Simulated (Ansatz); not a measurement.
`CCN[SiH2]Cl` + HBr → `Cl[SiH2]Br` + `CCN` at 400 K and 1 bar (ligand exchange at the Si–N bond).

Program: Ansatz. Geometries: PBE0-D4/def2-TZVP. ΔE: electronic, gas phase. CBS: MP2 limit from def2 TZ/QZ plus the TZ coupled-cluster correction, frozen cores. For Br outer-core shells are correlated without core-valence functions, which leaves a few kJ/mol of doubt a bond. Scalar relativity is left out up to krypton. One conformer a species, not always the lowest.

```tsv
species	CCSD(T)/CBS energy (Eh)	H − E (kJ/mol)	S (J/(mol·K))
`CCN[SiH2]Cl`	-884.55705	303.4	396.3
HBr	-2573.91920	27.6	207.2
`Cl[SiH2]Br`	-3323.46904	73.3	324.7
`CCN`	-135.01652	265.7	294.1
```

H − E and S are ideal-gas, rigid-rotor, harmonic terms from PBE0-D4/def2-TZVP, for one conformer and one mirror image of each species. 1 Eh = 2625.50 kJ/mol, R = 8.31446 J/(mol·K).

Question: By hand: ΔE, ΔH, ΔS and ΔG.

Answer: ΔE = (-3323.46904) + (-135.01652) − (-884.55705) − (-2573.91920) = -0.00931 Eh = -24.4 kJ/mol. Δ(H − E) = 73.3 + 265.7 − 303.4 − 27.6 = 8.0, so ΔH = -16.4 kJ/mol. ΔS = 324.7 + 294.1 − 396.3 − 207.2 = 15.3 J/(mol·K). ΔG = -16.4 − 400 × (15.3)/1000 = -22.5 kJ/mol.

Question: By hand: the equilibrium constant, and the temperature at which ΔG would vanish if ΔH and ΔS stayed fixed.

Answer: log₁₀ K = −ΔG/(RT ln 10) = 2.9. ΔH and −TΔS have one sign here, so there is no such temperature.

TΔS isn't small against ΔH here. A doubt of 5 kJ/mol in ΔE shifts log₁₀ K by 0.7 here. Other conformers and mirror images would add mixing entropy, several J/(mol·K) or more a flexible species. These are equilibria of isolated gas molecules and say nothing of rates. Largest T1 diagnostic: 0.010 (customary marks: 0.02 for closed shells, 0.045 for open ones).
